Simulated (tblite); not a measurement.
C7H7FS.
Numbering: `[CH:1]#[C:2][C@@H:3]1[CH:4]=[CH:5][S:6][CH2:7][C@H:8]1[F:9]` (hydrogens: H10 on C1; H11 on C3; H12 on C4; H13 on C5; H14, H15 on C7; H16 on C8)

Computed geometry: GFN2-xTB, gas phase.

Question: What internal coordinates does the optimisation give?

Answer: 
```
  bond  length (Å)
 C1≡C2       1.196
 C2–C3       1.456
 C3–C4       1.506
 C4=C5       1.325
 C5–S6       1.749
 S6–C7       1.816
 C7–C8       1.519
 C8–F9       1.382
 C3–C8       1.533
C1–H10       1.049
C3–H11       1.100
C4–H12       1.081
C5–H13       1.078
C7–H14       1.090
C7–H15       1.091
C8–H16       1.098
```

A selection of angles:
```
     angle  degrees
 C2–C1–H10    179.0
  C1–C2–C3    178.4
  C2–C3–C4    109.1
  C2–C3–C8    109.9
 C2–C3–H11    107.9
  C4–C3–C8    112.1
 C4–C3–H11    109.8
 C8–C3–H11    108.1
  C3–C4–C5    126.2
 C3–C4–H12    114.7
 C5–C4–H12    119.1
  C4–C5–S6    126.4
 C4–C5–H13    121.9
 S6–C5–H13    111.7
  C5–S6–C7     99.2
  S6–C7–C8    110.3
 S6–C7–H14    107.0
 S6–C7–H15    108.7
 C8–C7–H14    110.5
 C8–C7–H15    110.9
H14–C7–H15    109.4
  C7–C8–F9    108.1
 C7–C8–H16    110.7
 F9–C8–H16    106.3
  C3–C8–C7    111.8
  C3–C8–F9    108.9
 C3–C8–H16    110.7
```

Torsions: C2–C3–C4–C5 -136° (anticlinal); C3–C4–C5–S6 -3° (synperiplanar); C4–C5–S6–C7 -12° (synperiplanar); C5–S6–C7–C8 45° (synclinal); S6–C7–C8–F9 171° (antiperiplanar); C2–C3–C8–C7 173° (antiperiplanar).

The C–S distances run from 1.749 Å (C5–S6, drawn single) to 1.816 Å (S6–C7, drawn single), a spread of 0.067 Å. S6 (sulfide sulfur) is bent (angle 99.2°). The 6-membered ring C3–C4–C5–S6–C7–C8 has internal angles of 99.2° to 126.4° (sum 686°, against 720° for a flat polygon); it is puckered, 0.23 Å rms from its mean plane, widest ring torsion 69°. The 6 C–C bonds span 1.196 Å (C1≡C2, drawn triple) to 1.533 Å (C3–C8, drawn single), a spread of 0.337 Å.

Point group: C1 (no symmetry element, even within 0.4 Å). Its GFN2-xTB frequencies are all real (lowest 51 cm⁻¹). One conformer, not necessarily the lowest. 3 starts were optimised and ended at 0.00, 1.13 and 1.14 kcal/mol (GFN2-xTB); the lowest of these is shown.
